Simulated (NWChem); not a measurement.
System: C2H7BFN; SMILES FB(C)NC

Parts of the log:

```
             Northwest Computational Chemistry Package (NWChem) 7.3.0
             --------------------------------------------------------

 CS  symmetry detected

                             Geometry "geometry" -> ""
                             -------------------------

 Output coordinates in angstroms (scale by  1.889725989 to convert to a.u.)

  No.       Tag          Charge          X              Y              Z
 ---- ---------------- ---------- -------------- -------------- --------------
    1 B                    5.0000     0.03888750     0.51000049     0.00000000
    2 F                    9.0000     1.39346578     0.48104599     0.00000000
    3 C                    6.0000    -0.69205997     1.90856420     0.00000000
    4 H                    1.0000    -1.78564509     1.83569983     0.00000000
    5 H                    1.0000    -0.39627794     2.49881267    -0.87737876
    6 H                    1.0000    -0.39627794     2.49881267     0.87737876
    7 N                    7.0000    -0.64123801    -0.71732735     0.00000000
    8 C                    6.0000    -0.04138893    -2.04286145     0.00000000
    9 H                    1.0000    -1.65234633    -0.70830801     0.00000000
   10 H                    1.0000    -0.33048053    -2.61959168    -0.88875138
   11 H                    1.0000    -0.33048053    -2.61959168     0.88875138
   12 H                    1.0000     1.04523831    -1.93817522     0.00000000

 Effective nuclear repulsion energy (a.u.)     169.6071270683

      Symmetry information
      --------------------

 Group name             Cs
 Group number              2
 Group order               2
 No. of unique centers    10

  pbe96 is a nonlocal functional; adding pw91lda local functional.

                                 NWChem DFT Module
                                 -----------------

 Summary of "ao basis" -> "ao basis" (spherical)
 ------------------------------------------------------------------------------
       Tag                 Description            Shells   Functions and Types
 ---------------- ------------------------------  ------  ---------------------
 B                           6-31g*                  6       14   3s2p1d
 F                           6-31g*                  6       14   3s2p1d
 C                           6-31g*                  6       14   3s2p1d
 H                           6-31g*                  2        2   2s
 N                           6-31g*                  6       14   3s2p1d

      Symmetry analysis of basis
      --------------------------

        a'         60
        a"         24

            General Information
            -------------------
          SCF calculation type: DFT
          Wavefunction type:  closed shell.
          No. of atoms     :    12
          No. of electrons :    40
           Alpha electrons :    20
            Beta electrons :    20
          Charge           :     0
          Spin multiplicity:     1
          Use of symmetry is: on ; symmetry adaption is: on
          Maximum number of iterations: 150
          AO basis - number of functions:    84
                     number of shells:    44
          Convergence on energy requested:  1.00D-06
          Convergence on density requested:  1.00D-05
          Convergence on gradient requested:  5.00D-04

              XC Information
              --------------
                     Hartree-Fock (Exact) Exchange  1.000
                     LC-wPBE(h)Exchange Functional  1.000
            Perdew 1991 LDA Correlation Functional  1.000 local
           PerdewBurkeErnz. Correlation Functional  1.000 non-local

           Range-Separation Parameters
           ---------------------------
           Alpha           :  0.00
           Beta            :  1.00
           Gamma           :  0.60
           Short-Range HF  :     F

             Grid Information
             ----------------
          Grid used for XC integration:  medium
          Radial quadrature: Mura-Knowles
          Angular quadrature: Lebedev.
          Tag              B.-S. Rad. Rad. Pts. Rad. Cut. Ang. Pts.
          ---              ---------- --------- --------- ---------
          B                   0.85       49           9.0       434
          F                   0.50       49          10.0       434
          C                   0.70       49          11.0       434
          H                   0.35       45          12.0       434
          N                   0.65       49           9.0       434
          Grid pruning is: on
          Number of quadrature shells:   470
          Spatial weights used:  Erf1

      Superposition of Atomic Density Guess
      -------------------------------------

 Sum of atomic energies:        -257.00029483

      Non-variational initial energy
      ------------------------------

 Total energy =    -259.650459
 1-e energy   =    -686.162211
 2-e energy   =     256.904625
 HOMO         =      -0.308603
 LUMO         =       0.109601

      Symmetry analysis of molecular orbitals - initial
      -------------------------------------------------

  Numbering of irreducible representations:

     1 a'          2 a"

  Orbital symmetries:

     1 a'          2 a'          3 a'          4 a'          5 a'
     6 a'          7 a'          8 a'          9 a'         10 a'
    11 a'         12 a"         13 a'         14 a'         15 a"
    16 a"         17 a'         18 a'         19 a'         20 a"
    21 a"         22 a'         23 a'         24 a'         25 a'
    26 a'         27 a"         28 a"         29 a'         30 a'

   convergence    iter        energy       DeltaE   RMS-Dens  Diis-err
 ---------------- ----- ----------------- --------- --------- ---------
 d= 0,ls=0.0,diis     1   -259.7690349518 -4.29D+02  7.85D-03  6.65D-01
 d= 0,ls=0.0,diis     2   -259.8253321935 -5.63D-02  2.60D-03  1.87D-01
 d= 0,ls=0.0,diis     3   -259.8390517173 -1.37D-02  8.24D-04  1.85D-02
 d= 0,ls=0.0,diis     4   -259.8407089825 -1.66D-03  1.86D-04  4.09D-04
 d= 0,ls=0.0,diis     5   -259.8407582022 -4.92D-05  6.60D-05  6.62D-05
  Resetting Diis
 d= 0,ls=0.0,diis     6   -259.8407659916 -7.79D-06  1.63D-05  2.26D-06
 d= 0,ls=0.0,diis     7   -259.8407663328 -3.41D-07  5.48D-06  1.80D-07

         Total DFT energy =     -259.840766332792
      One electron energy =     -690.972098085537
           Coulomb energy =      296.417600651017
    Exchange-Corr. energy =      -34.893395966536
 Nuclear repulsion energy =      169.607127068265

 Numeric. integr. density =       40.000007042843

                  Occupations of the irreducible representations
                  ----------------------------------------------

                     irrep           alpha         beta
                     --------     --------     --------
                     a'               16.0         16.0
                     a"                4.0          4.0

                       DFT Final Molecular Orbital Analysis
                       ------------------------------------

 Vector   18  Occ=2.000000D+00  E=-5.269887D-01  Symmetry=a'
              MO Center= -2.2D-01, -4.4D-01,  3.8D-14, r^2= 4.9D+00
   Bfn.  Coefficient  Atom+Function         Bfn.  Coefficient  Atom+Function
  ----- ------------  ---------------      ----- ------------  ---------------
    65      0.285739   8 C  px               31     -0.236532   3 C  px
    83      0.198810  12 H  s                43      0.162833   4 H  s
    69      0.158855   8 C  px               51     -0.154708   7 N  px
    66      0.150807   8 C  py               44      0.143731   4 H  s
    84      0.142723  12 H  s                17     -0.134949   2 F  px

 Vector   19  Occ=2.000000D+00  E=-4.701186D-01  Symmetry=a'
              MO Center= -1.4D-01,  1.0D+00,  3.5D-16, r^2= 2.5D+00
   Bfn.  Coefficient  Atom+Function         Bfn.  Coefficient  Atom+Function
  ----- ------------  ---------------      ----- ------------  ---------------
    32      0.354965   3 C  py               18      0.306231   2 F  py
     4     -0.293592   1 B  py               36      0.247223   3 C  py
    22      0.221915   2 F  py               52      0.202646   7 N  py
    31     -0.161114   3 C  px               34     -0.155113   3 C  s
    54      0.127391   7 N  s                66     -0.123774   8 C  py

 Vector   20  Occ=2.000000D+00  E=-3.994841D-01  Symmetry=a"
              MO Center= -4.5D-01, -8.3D-01, -1.4D-16, r^2= 2.0D+00
   Bfn.  Coefficient  Atom+Function         Bfn.  Coefficient  Atom+Function
  ----- ------------  ---------------      ----- ------------  ---------------
    53      0.516903   7 N  pz               57      0.454264   7 N  pz
    67     -0.173217   8 C  pz                5      0.152084   1 B  pz
    19     -0.141132   2 F  pz               80      0.139730  10 H  s
    82     -0.139730  11 H  s                79      0.129883  10 H  s
    81     -0.129883  11 H  s                23     -0.114552   2 F  pz

 Vector   21  Occ=0.000000D+00  E= 1.751965D-01  Symmetry=a"
              MO Center= -8.8D-02,  5.9D-01, -4.7D-16, r^2= 2.9D+00
   Bfn.  Coefficient  Atom+Function         Bfn.  Coefficient  Atom+Function
  ----- ------------  ---------------      ----- ------------  ---------------
     9      0.664709   1 B  pz               46      0.474296   5 H  s
    48     -0.474296   6 H  s                 5      0.462224   1 B  pz
    57     -0.349531   7 N  pz               37      0.256219   3 C  pz
    53     -0.250233   7 N  pz               80     -0.240803  10 H  s
    82      0.240803  11 H  s                23     -0.222733   2 F  pz

[...]
```

Level: LC-wPBE (HJS exchange hole, range parameter 0.6 per bohr)/6-31G* (spherical d), vertical spin-unrestricted ions. All runs use the structure optimised with B3LYP/6-31G* (spherical d).

Problem. Reconstruct the input file.

Solution. One answer among several that fit: the input that was run:
```
start job
memory heap 200 mb stack 900 mb global 1100 mb
geometry units angstroms noautoz
  B      0.025614     0.507703     0.096708
  F      1.353315     0.463225     0.363077
  C     -0.687237     1.913228     0.015421
  H     -1.759399     1.852989    -0.203845
  H     -0.222204     2.537807    -0.758737
  H     -0.569314     2.461152     0.959638
  N     -0.644227    -0.710556    -0.093193
  C     -0.059732    -2.041630    -0.034310
  H     -1.635331    -0.689942    -0.292465
  H     -0.167948    -2.575420    -0.987954
  H     -0.521128    -2.653453     0.752360
  H      1.005497    -1.949565     0.185985
end
basis spherical
  B library 6-31g*
  F library 6-31g*
  C library 6-31g*
  H library 6-31g*
  N library 6-31g*
end
dft
  xc xwpbe 1.00 cpbe96 1.0 hfexch 1.00
  cam 0.6 cam_alpha 0.0 cam_beta 1.0
  iterations 150
  vectors input atomic output neutral.movecs
end
task dft energy
charge 1
dft
  odft
  mult 2
  vectors input atomic output cation.movecs
end
task dft energy
```
